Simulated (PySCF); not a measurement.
**Polarisability and C₆ of Co⁺ (cobalt, charge +1)**

[Ar] 3d8, high-spin 3F determinant. All numbers are calculated (PySCF 2.14, scalar relativity by spin-free X2C-1e, in aug-cc-pwCVTZ-DK with one added diffuse shell each of s, p, d, f, g type (11s10p8d5f4g, 152 functions)). Coupled (time-dependent) response in atomic units; α is the mean over directions.

```tsv
method	mean α (bohr³)	C₆ (like pair)	S(−4)
PW91	10.67	38.45	121.5
```

S(−4) is the Cauchy moment in α(ω) = α(0) + S(−4) ω² + …

α(iu) at PW91:

```
u (hartree)  α(iu) (bohr³)
          0          10.67
     0.0500          10.38
      0.100          9.647
      0.200          7.839
      0.300          6.371
      0.500          4.548
      0.750          3.308
       1.00          2.569
       1.50          1.724
       2.00          1.257
       3.00         0.7676
       5.00         0.3803
```

For an ion, C₆ is the dispersion term alone; charge-induced terms of lower order in 1/R come first.
